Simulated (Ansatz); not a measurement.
Molecule: SnBr₂, net charge 0, singlet state. 
Geometry from a B3LYP-D3(BJ)/def2-TZVP (Ansatz, a program for electronic structure) optimisation:
SMILES: [Br][Sn][Br]
```xyz
3

Sn     0.0111    -0.0013     0.9566
Br     0.9780     1.6801    -0.6925
Br    -0.9940    -1.6782    -0.6740
```
Charge 0, spin multiplicity 1.

Parts of the frozen-core correlation energy in def2-SVP (Ansatz, hartree). Frozen orbitals: 37; correlated occupied orbitals by spin: 9 and 9; virtual: 44 and 44. No spin-orbit coupling. In def2 rows, elements after Kr have scalar-relativistic effective core potentials.

```csv
term,value
reference (HF),-5357.67113
MP2 opposite-spin,[?]
MP2 same-spin,[?]
CCSD correlation,-0.32567
(T),[?]
T1 diagnostic,0.015
largest doubles amplitude,0.058
```

Problem. Some entries are withheld; supply them.

Solution. 
- MP2 opposite-spin, value: -0.21850
- MP2 same-spin, value: -0.07878
- (T), value: -0.00932
